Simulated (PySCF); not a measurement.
Two species compared at the same levels of theory.

First species: C₇H₁₀.
InChI=1S/C7H10/c1-3-5-7-6-4-2/h3-5,7H,1-2,6H2/b7-5-

Second species: C2H6B2Cl2O2.
Z-matrix (Å and degrees, PBE0-D3(BJ)/def2-SVP geometry), rows numbered from 1:
```
C 
O   1  1.4008
B   2  1.3595  1  123.97
O   3  1.3542  2  118.91  1  -178.92
C   4  1.4081  3  122.48  2    -1.44
B   3  1.7169  2  125.06  1     1.64
Cl  6  1.7593  3  121.24  2    69.45
Cl  6  1.7527  3  121.44  2  -111.47
H   1  1.1030  2  112.40  3   -11.68
H   1  1.1017  2  110.13  3   109.55
H   1  1.1007  2  109.29  3  -131.68
H   5  1.1023  4  110.34  3   -91.09
H   5  1.0995  4  108.36  3   150.42
H   5  1.1003  4  111.88  3    29.64
```

Levels: CAM-B3LYP/def2-SVPD for dipole moment, HOMO energy, LUMO energy, HOMO–LUMO gap, static isotropic polarisability and electronic spatial extent ⟨r²⟩ about the centre of nuclear charge; TDDFT CAM-B3LYP/def2-SVPD for lowest singlet excitation; TDA CAM-B3LYP/def2-SVPD for lowest triplet excitation (Tamm–Dancoff); ΔSCF CAM-B3LYP/def2-SVPD for vertical ionisation energy; PBE0-D3(BJ)/def2-SVP for rotational constant A and rotational constant C. Geometries: PBE0-D3(BJ)/def2-SVP. Each structure is a single optimised conformer of the isolated species, non-relativistic unless stated; the electronic structure was computed with PySCF and density fitting.

Dipoles, sizes and rotational constants follow the conformer. The torsions of the flexible species, by atom-mapped SMILES:
- `[CH2:1]=[CH:2]/[CH:3]=[CH:4]\[CH2:5][CH:6]=[CH2:7]`: C1–C2–C3–C4 180°, C3–C4–C5–C6 -114°, C4–C5–C6–C7 -116°
- `[CH3:1][O:2][B:3]([O:4][CH3:5])[B:6]([Cl:7])[Cl:8]`: C1–O2–B3–O4 -179°, O2–B3–O4–C5 -1°, O2–B3–B6–Cl7 69°

Problem. Which of the two has the higher rotational constant C, and by how much?

Solution. The first: 0.982 GHz against 0.744 GHz, a difference of 0.238 GHz.

Problem. Which has the higher vertical ionisation energy?

Solution. The second: 10.34 eV against 8.50 eV, a difference of 1.84 eV.

Problem. Which has the higher rotational constant A?

Solution. The first: 9.255 GHz against 1.549 GHz, a difference of 7.706 GHz.

Problem. Which of the two has the higher dipole moment, and by how much?

Solution. The second: 2.25 D against 0.16 D, a difference of 2.09 D.

Problem. Which of the two has the higher S1 energy, and by how much?

Solution. The first: 5.58 eV against 5.04 eV, a difference of 0.54 eV.

Problem. Which has the higher HOMO–LUMO gap?

Solution. The second: 8.98 eV against 7.94 eV, a difference of 1.04 eV.

Problem. Which has the higher static isotropic polarisability?

Solution. The first: 95.3 au against 87.0 au, a difference of 8.3 au.

Problem. Which of the two has the higher ⟨r²⟩, and by how much?

Solution. The second: 1645 bohr² against 1209 bohr², a difference of 436 bohr².

On the first: The polarisability is 14.12 Å³ as a volume (1 au = 0.148185 Å³), or 1.83 au for each of the 52 electrons.

On the second: The 10 singlets span 5.04 to 7.97 eV, and their oscillator strengths add up to 0.25. S1 lies 3.94 eV below the HOMO–LUMO gap; its leading configuration is HOMO→LUMO, weight 0.94.
